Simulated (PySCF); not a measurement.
## PySCF run on InCl

File input.py (PySCF 2.14):

```python
from pyscf import gto, scf, mp

mol = gto.M(
    atom='In 0 0 0; Cl 0 0 2.124',
    basis='def2-svpd',
    ecp={'In': 'def2-svpd'},
    charge=0,
    spin=0,
    verbose=4,
)
mf = scf.RHF(mol)
mf.kernel()
mp.MP2(mf, frozen=9).kernel()
mf.dip_moment()
print('orbital energies (hartree):', mf.mo_energy[..., max(0, mol.nelec[1]-3):mol.nelec[0]+3].round(4))
```

```bash
$ python input.py
```

It prints (some set-up lines and the per-cycle HOMO/LUMO lines with their warnings removed):

```
PySCF version 2.14.0

[INPUT] verbose = 4
[INPUT] num. atoms = 2
[INPUT] num. electrons = 38
[INPUT] charge = 0
[INPUT] spin (= nelec alpha-beta = 2S) = 0
[INPUT] symmetry False subgroup None
[INPUT] Mole.unit = angstrom
[INPUT] Symbol           X                Y                Z      unit          X                Y                Z       unit  Magmom
[INPUT]  1 In     0.000000000000   0.000000000000   0.000000000000 AA    0.000000000000   0.000000000000   0.000000000000 Bohr   0.0
[INPUT]  2 Cl     0.000000000000   0.000000000000   2.124000000000 AA    0.000000000000   0.000000000000   4.013778288576 Bohr   0.0

nuclear repulsion = 88.9436272591525
number of shells = 23
number of NR pGTOs = 112
number of NR cGTOs = 59
basis = def2-svpd
ecp = {'In': 'def2-svpd'}

******** <class 'pyscf.scf.hf.RHF'> ********
method = RHF
initial guess = minao
damping factor = 0
level_shift factor = 0
DIIS = <class 'pyscf.scf.diis.CDIIS'>
diis_start_cycle = 1
diis_space = 8
diis_damp = 0
SCF conv_tol = 1e-09
SCF conv_tol_grad = None
SCF max_cycles = 50
direct_scf = True
direct_scf_tol = 1e-13
Set gradient conv threshold to 3.16228e-05
Initial guess from minao.
init E= -627.183543885643
cycle= 1 E= -648.310963711303  delta_E= -21.1  |g|= 1.18  |ddm|= 12.4
cycle= 2 E= -648.596860845776  delta_E= -0.286  |g|= 0.439  |ddm|= 4.15
cycle= 3 E= -648.624793121317  delta_E= -0.0279  |g|= 0.0273  |ddm|= 0.589
cycle= 4 E= -648.625284503987  delta_E= -0.000491  |g|= 0.00958  |ddm|= 0.114
cycle= 5 E= -648.625339978454  delta_E= -5.55e-05  |g|= 0.00315  |ddm|= 0.032
cycle= 6 E= -648.625349764707  delta_E= -9.79e-06  |g|= 0.000625  |ddm|= 0.0189
cycle= 7 E= -648.625350097852  delta_E= -3.33e-07  |g|= 0.000206  |ddm|= 0.00325
cycle= 8 E= -648.625350138851  delta_E= -4.1e-08  |g|= 3.89e-05  |ddm|= 0.00115
cycle= 9 E= -648.625350140048  delta_E= -1.2e-09  |g|= 7.01e-06  |ddm|= 0.000138
cycle= 10 E= -648.625350140097  delta_E= -4.89e-11  |g|= 8.95e-07  |ddm|= 4.42e-05
Extra cycle  E= -648.6253501401  delta_E= -2.73e-12  |g|= 3.2e-07  |ddm|= 4.36e-06
converged SCF energy = -648.6253501401

******** <class 'pyscf.mp.mp2.RMP2'> ********
nocc = 10, nmo = 50
frozen orbitals 9
E(RMP2) = -648.837705303373  E_corr = -0.212355163272683
E(SCS-RMP2) = -648.830935837085  E_corr = -0.205585696984651
E_corr(same-spin) = -0.0568159603183493
E_corr(oppo-spin) = -0.155539202954334
Dipole moment(X, Y, Z, Debye): -0.00000,  0.00000, -1.28925
orbital energies (hartree): [-0.4658 -0.4658 -0.3173  0.033   0.033   0.0541]
```

In short: E(SCF) = -648.625350 Eh, 10 cycles, E(MP2) − E(SCF) = -0.21236 Eh, μz(SCF) = -1.29 D.

Wall time 1.2 s on one thread of a shared host.

Stability towards an unrestricted solution was not tested. The bond length is a typed value, not an optimised one.
